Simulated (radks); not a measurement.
Problem. Species: As0.75+. Configuration: [Ar] 3d(up 5, down 4.25) 4s2 4p3 (fractional occupations, a model configuration). All-electron calculation, scalar-relativistic Kohn-Sham, PBE, spin-polarised, spherical densities, point nucleus; open shells are filled with parallel spins first. Program: a radial shooting solver on a logarithmic mesh with Libxc functionals. Some entries of the table are withheld. Estimate them.

orbital,occ.,eigenvalue (hartree),<r> (bohr)
1s up,1,-431.3017,0.04550
1s down,1,-431.2959,0.04550
2s up,1,-55.30084,0.2028
2s down,1,-55.27335,0.2027
2p up,3,-48.56702,0.1772
2p down,3,-48.54337,0.1772
3s up,1,-7.59096,0.5947
3s down,1,-7.54335,0.5950
3p up,3,-5.50348,0.6117
3p down,3,-5.45536,0.6119
3d up,5,-2.07244,0.6582
3d down,4.25,-2.02054,0.6567
4s up,1,-0.88194,1.820
4s down,1,-0.77863,1.822
4p up,3,-0.49346,(1)
4p down,0,-0.39223,(2)

Solution. 
(1) 4p up <r> (bohr): 2.208
(2) 4p down <r> (bohr): 2.275
